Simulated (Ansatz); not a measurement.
Job for Ansatz (an electronic-structure program): R-CCSD(T)/def2-TZVPPD on HF (SMILES F) with ghost functions. Files ending in .json are basis or fitting sets from the Basis Set Exchange.

Ansatz 0.2 input:
```yaml
crystal:
  periodic: [false, false, false]
  atoms:
    - {symbol: F, position_ang: [-0.07014391, 0.47503342, -0.24116469]}
    - {symbol: H, position_ang: [0.00476218, 0.03463117, 0.57653190]}
basis:
  gaussian:
    orbitals: def2-TZVPPD.json
    ghost_atoms:
      - {symbol: I, position_ang: [0.21288121, -1.03616339, 2.98201783]}
      - {symbol: H, position_ang: [0.17418201, 0.43606817, 3.64857017]}
magnetization: {spin_polarized: false}
correlation: {method: ccsd_t, electrons: outside_noble_gas}
scf: {lower_state_search: off}
```

The head of its log:

```
WARN ansatz: RAYON_NUM_THREADS=1 ignored (pool sized by the plan → 1); use --threads N
Functional definition: HF
these checks for a lower state are left out or cut short: stability, starts, cluster_reference, orbital_swaps, neighbouring_geometries, increment
integrals: 0.24 GiB planned
797 factors; integrals over basis functions are off by at most 1.2e-3 eV
mean field: 0.18 GiB planned
mean field evaluation 1: about -2721.9610 eV, gradient 2.5e1 eV
mean field evaluation 2: about -2721.9611 eV, gradient 2.5e1 eV
mean field evaluation 4: about -2722.9144 eV, gradient 1.2e0 eV
mean field evaluation 8: about -2722.9194 eV, gradient 5.9e-5 eV
mean field -2722.91936890 eV, -100.0654411461 hartree, gradient 1.2e-6 eV, S^2 0.000000; 0 other end points of the search recorded, 0 dependent functions left out
1 core orbitals not correlated
reference -2722.91936890 eV, -100.0654411461 hartree; 4, 4 occupied and 128, 128 virtual orbitals, 797 factors
```

Q: Predict the final total energy.

A: -100.3482 hartree (reference determinant -100.0654, T1 diagnostic 0.010).
